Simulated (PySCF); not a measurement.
N-methyldiacetamide, C5H9NO2.
Numbering: `[CH3:1][C:2](=[O:3])[N:4]([CH3:5])[C:6]([CH3:7])=[O:8]` (hydrogens: H9, H10, H11 on C1; H12, H13, H14 on C5; H15, H16, H17 on C7)

The geometry is computed with GFN2-xTB (gas phase).

What internal coordinates does the optimisation give?

```csv
bond,length (Å),order
C1–C2,1.510,single
"C2=O3, C6=O8",1.208,double
C2–N4,1.385,single
N4–C5,1.454,single
N4–C6,1.406,single
C6–C7,1.495,single
C1–H9 and 5 like bonds,1.087,single
"C5–H12, C5–H13, C5–H14",1.089,single
```

Bonds in one row agree within 0.01 Å and their mean is given. Orders are formal, as drawn. A selection of angles:
```csv
angle,degrees
C2–C1–H9,110.9
C2–C1–H10,107.8
H9–C1–H10,109.1
C1–C2–O3,121.1
C1–C2–N4,115.5
O3–C2–N4,123.4
C2–N4–C5,119.8
C2–N4–C6,124.8
C5–N4–C6,115.4
N4–C5–H12,111.1
N4–C5–H13,107.3
H12–C5–H13,108.8
N4–C6–C7,118.4
N4–C6–O8,119.5
H15–C7–H16,107.2
```

Dihedral angles: C1–C2–N4–C5 -1° (synperiplanar); C2–N4–C6–C7 -1° (synperiplanar).

The C–N distances run from 1.385 Å (C2–N4, drawn single) to 1.454 Å (N4–C5, drawn single), a spread of 0.069 Å. Of the pairs four or more bonds apart, O8···H13 is among the closest relative to their van der Waals radii: 2.08 Å, 76 % of the sum of Bondi's values. The 8 heavy atoms lie in one plane (0.012 Å rms). N4 (amide nitrogen) is planar (angles 124.8°, 119.8° and 115.4°, sum 360.0°, 0.00 Å off the plane of its three neighbours).

Whether it is a minimum is left open (no frequencies). The numbers are those of one conformer.
